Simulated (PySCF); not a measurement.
# Electron correlation in Tl³⁺ (thallium, charge +3)

Starting occupation: [Xe] 4f14 5d9 6p1, 5d3/2 with m_j = -3/2, -1/2, +1/2, +3/2, 5d5/2 with m_j = -3/2, -1/2, +1/2, +3/2, +5/2, 6p3/2 with m_j = +3/2. Calculation: PySCF 2.14, in x2c-TZVPall-2c (11s11p9d3f, 110 functions); X2C-1e with screened-nucleus spin-orbit coupling, Gaussian nucleus. Frozen: [Kr] 4d10 4f14; 18 electrons correlated; the 24 highest virtual spinors left out.

MP2 pair energies summed by pair of shells (mhartree):

```json
{"pair": "5d3/2-5d5/2", "energy": "-90.13", "share (%)": "25.5"}
{"pair": "5d5/2-5d5/2", "energy": "-51.45", "share (%)": "14.6"}
{"pair": "5d5/2-5p3/2", "energy": "-37.64", "share (%)": "10.6"}
{"pair": "5d3/2-5d3/2", "energy": "-32.07", "share (%)": "9.1"}
{"pair": "5d3/2-5p3/2", "energy": "-28.57", "share (%)": "8.1"}
{"pair": "5d5/2-6p3/2", "energy": "-17.39", "share (%)": "4.9"}
{"pair": "5d3/2-6p3/2", "energy": "-13.47", "share (%)": "3.8"}
{"pair": "5d5/2-5p1/2", "energy": "-12.25", "share (%)": "3.5"}
{"pair": "5p3/2-5p3/2", "energy": "-12.14", "share (%)": "3.4"}
{"pair": "5p1/2-5p3/2", "energy": "-10.52", "share (%)": "3.0"}
{"pair": "5d3/2-5p1/2", "energy": "-9.53", "share (%)": "2.7"}
{"pair": "5d5/2-5s1/2", "energy": "-8.83", "share (%)": "2.5"}
{"pair": "5p3/2-5s1/2", "energy": "-8.47", "share (%)": "2.4"}
{"pair": "5d3/2-5s1/2", "energy": "-7.15", "share (%)": "2.0"}
{"pair": "5p1/2-5s1/2", "energy": "-3.96", "share (%)": "1.1"}
{"pair": "5p3/2-6p3/2", "energy": "-3.87", "share (%)": "1.1"}
{"pair": "5p1/2-5p1/2", "energy": "-2.59", "share (%)": "0.7"}
{"pair": "5s1/2-5s1/2", "energy": "-2.31", "share (%)": "0.7"}
{"pair": "5p1/2-6p3/2", "energy": "-0.85", "share (%)": "0.2"}
{"pair": "5s1/2-6p3/2", "energy": "-0.32", "share (%)": "0.1"}
```

Total MP2 correlation energy: -353.49 mhartree.

This basis was not built for core-valence correlation, so the inner-shell part is incomplete.
